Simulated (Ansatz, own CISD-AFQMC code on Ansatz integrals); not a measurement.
C2H3B, SMILES `BC#C` (charge 0, multiplicity 1).

Cartesian coordinates (Å):
SMILES: BC#C
```xyz
6

B     -1.1232     0.1461    -0.3460
C      0.3642    -0.0477    -0.3541
C      1.5637    -0.2034    -0.3631
H     -1.8153    -0.5483    -1.0195
H     -1.6079     0.9939     0.3331
H      2.6185    -0.3406    -0.3714
```
Charge 0, spin multiplicity 1.

Frozen-core energies in cc-pVDZ from Ansatz (a quantum-chemistry and plane-wave program) at a geometry from B3LYP-D3(BJ)/def2-TZVP; the HF reference has <S^2> = 0.00 and the T1 diagnostic is 0.014.

```tsv
level	energy (Ha)
HF	-102.09575
MP2	-102.42437
CCSD	-102.45313
```

**Question.** Estimate the energies of CCSD(T), CCSDT, phaseless AFQMC, CISD trial (own CISD-AFQMC code on Ansatz integrals; ±0.40 mHa) and CCSDT(Q), and give each level's difference from CCSDT(Q).

**Answer.** 
```tsv
level	energy (Ha)	difference from CCSDT(Q) (mHa)
MP2	-102.42437	45.09
CCSD	-102.45313	16.33
CCSD(T)	-102.46751	1.95
CCSDT	-102.46815	1.31
phaseless AFQMC, CISD trial (own CISD-AFQMC code on Ansatz integrals; ±0.40 mHa)	-102.46847	0.99
CCSDT(Q)	-102.46946	0.00
```
